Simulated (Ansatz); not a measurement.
Mulliken charges of AlBH₆OSi (`[AlH2][BH]O[SiH3]`) from B3LYP/def2-TZVPP in Ansatz (PBE0-D4/def2-TZVP geometry).

| atom | x (Å) | y (Å) | z (Å) | charge (e) |
| --- | --- | --- | --- | --- |
| Al1 | -0.304 | 2.589 | 0.108 | 0.302 |
| B2 | 0.073 | 0.516 | 0.542 | 0.075 |
| O3 | -0.046 | -0.414 | -0.440 | -0.295 |
| Si4 | 0.171 | -2.060 | -0.431 | 0.407 |
| H5 | 0.859 | 3.568 | -0.375 | -0.147 |
| H6 | -1.754 | 3.230 | 0.286 | -0.147 |
| H7 | 0.396 | 0.110 | 1.641 | -0.009 |
| H8 | 0.568 | -2.511 | 0.927 | -0.066 |
| H9 | -1.108 | -2.692 | -0.836 | -0.061 |
| H10 | 1.228 | -2.387 | -1.418 | -0.061 |

Problem. By hand: the dipole of these point charges (1 e Å = 4.8032 D).

Solution. Σ q r = (0.080, -0.420, 0.102) e Å, of length 0.440 e Å = 2.11 D.

Problem. How does the dipole of the full density compare? (An estimate is asked.)

Solution. Ansatz gave: (0.049, -0.327, 0.027) e Å, 1.59 D; the point charges give 1.33 times that, at 9° from its direction.

Point charges leave out the atoms' own dipoles, such as those of lone pairs, and Mulliken's split depends on the basis, so the two needn't agree.

B3LYP here is the variant with VWN-RPA as its local correlation; programs differ in this.
